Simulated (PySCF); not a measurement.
**Electron correlation in Ag (silver, neutral)**

[Kr] 4d10 5s1, 2S determinant. Calculation: PySCF 2.14, in x2c-TZVPPall (8s6p6d2f1g, 79 functions); scalar relativity by spin-free X2C-1e. Frozen: [Ar] 3d10; 19 electrons correlated.

```csv
level,correlation energy (mhartree)
CCSD,-635.67
(T),-18.19
CCSD(T),-653.86
```

Diagnostics: T1 = 0.014, D1 = 0.0725, largest double amplitude 0.022.

Is a single reference adequate?

Yes, within this model without spin-orbit coupling: T1 lies below 0.03 and no double amplitude reaches 0.07.

This basis was not built for core-valence correlation, so the inner-shell part is incomplete.
